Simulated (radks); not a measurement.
Question: Radial electron density D(r) = 4 pi r^2 rho(r) of an atom or ion with 49 electrons. All-electron calculation, scalar-relativistic Kohn-Sham, LDA (Slater exchange, Perdew-Wang correlation), spin-polarised, spherical densities, point nucleus. Program: a radial shooting solver on a logarithmic mesh with Libxc functionals.

```
   r/bohr * D(r) (the largest magnitude, 80.3, reaches the edge; | marks zero)
 0.002306 |   *
 0.002706 |    *
 0.003176 |      *
 0.003757 |        *
 0.004409 |          *
 0.005173 |             *
 0.006071 |                 *
 0.007124 |                    *
 0.008361 |                        *
  0.00989 |                             *
  0.01161 |                                 *
  0.01362 |                                     *
  0.01598 |                                        *
  0.01876 |                                          *
  0.02219 |                                          *
  0.02604 |                                         *
  0.03056 |                                       *
  0.03586 |                                     *
  0.04208 |                                    *
  0.04978 |                                      *
  0.05841 |                                          *
  0.06855 |                                                *
  0.08044 |                                                     *
   0.0944 |                                                      *
   0.1117 |                                                   *
    0.131 |                                             *
   0.1538 |                                       *
   0.1805 |                                     *
   0.2118 |                                       *
   0.2485 |                                           *
    0.294 |                                           *
    0.345 |                                     *
   0.4049 |                          *
   0.4751 |                 *
   0.5575 |            *
   0.6595 |             *
    0.774 |              *
   0.9083 |             *
    1.066 |          *
    1.251 |       *
     1.48 |    *
    1.736 |  *
    2.038 | *
    2.391 |*
    2.806 |*
    3.319 |*
    3.895 *
    4.571 *
    5.364 *
    6.295 *
    7.387 *
    8.739 *
    10.26 *
    12.03 *
    14.12 *
    16.57 *
    19.61 *
    23.01 *
```

What is the nuclear charge?

Answer: Z = 49. The innermost maximum, from 1s, lies near gamma/Z bohr with gamma = sqrt(1 - (Z/c)^2) = 0.934, here 0.0191 bohr (found: 0.0208), and its height grows with Z. The density is that of neutral indium in [Kr] 4d9 5s2 5p1 5d1; the configuration itself is not fixed sharply by these data, and Z only to a few units. D(r) has 4 maxima, at r = 0.0208, 0.0922, 0.271, 0.799 bohr, and minima at 0.0411, 0.178, 0.594 bohr, inside which lie 2.00, 11.16, 29.01 electrons.
